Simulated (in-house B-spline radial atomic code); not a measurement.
Results of a calculation; reference values are marked as such.
# What the choice of pseudopotential does to G0W0 on PBE: Br²⁺

All numbers come from an all-electron radial atomic-structure program (B-spline basis), non-relativistic, configuration [Ar] 3d10 4s2 4p3, open shells at high spin. Semilocal Troullier-Martins pseudo-atoms, one channel per l, are made with PBE or LDA for several valence sets and radii, with or without a model core, and set against the all-electron atom. One channel fits only the lowest state of its l, so a second state of that l is approximate. All electrons give 4p up: PBE -29.401 eV, G0W0 -35.24 eV, 4s down: PBE -38.95 eV, G0W0 -44.62 eV. Potentials are made in the ion's own configuration unless the neutral atom is named, and a smooth local potential serves every l without a channel. Potentials that miss their own reference levels by more than 6 millihartree, or need radii over 3.5 bohr, are left out. Columns give pseudo minus all-electron, in eV; a dash marks a level in the core or of low weight.

```
    valence          made with          radii (bohr)  model core (bohr)  4p up PBE  4p up G0W0  4s down PBE  4s down G0W0
      4s 4p                PBE  s 1.13 p 1.28 d 1.87               none      -0.03       +0.09        +0.31         +0.54
      4s 4p  PBE, neutral atom         s 1.66 p 1.93               none      -0.03       +0.02        +0.33         +0.42
      4s 4p  PBE, neutral atom         s 1.30 p 1.51               1.09       0.00       +0.01        -0.01         -0.01
      4s 4p                PBE  s 1.62 p 1.84 d 2.69               1.10       0.00       +0.14        -0.01         +0.20
   3d 4s 4p                PBE  s 1.13 p 1.28 d 1.02               none      -0.02       -0.48        +0.12         -0.32
   3d 4s 4p  PBE, neutral atom  s 1.44 p 1.68 d 1.28               none       0.00       -0.52        +0.13         -0.36
   3d 4s 4p  PBE, neutral atom  s 1.66 p 1.93 d 1.47               none      +0.01       -0.56        +0.07         -0.47
   3d 4s 4p                PBE  s 1.13 p 1.28 d 1.02               0.27      -0.01       -0.46         0.00         -0.45
   3d 4s 4p                PBE  s 1.27 p 1.44 d 1.15               0.27      -0.01       -0.49         0.00         -0.49
   3d 4s 4p                PBE  s 1.41 p 1.60 d 1.28               0.27       0.00       -0.51         0.00         -0.50
   3d 4s 4p  PBE, neutral atom  s 1.66 p 1.93 d 1.47               0.27      +0.02       -0.55        -0.03         -0.57
3p 3d 4s 4p  PBE, neutral atom  s 1.66 p 0.55 d 1.47               none      -0.12       +0.07        -0.07         -1.86
3p 3d 4s 4p  PBE, neutral atom  s 1.88 p 0.63 d 1.66               none      -0.14       +0.05        -0.15         -2.25
3p 3d 4s 4p  PBE, neutral atom  s 1.30 p 0.43 d 1.15               0.25      -0.19       -0.04        -0.08         -1.76
```

**Question.** How does the G0W0 shift of 4p up, which all sets hold, depend on the valence set?

**Answer.** Mean size: 3p 3d 4s 4p: 0.05 eV; 4s 4p: 0.07 eV; 3d 4s 4p: 0.51 eV. A larger valence set can do worse when it takes only part of a shell, whose exchange with the frozen rest is then left to the functional. The means mix radii and the functional used in making the potentials.
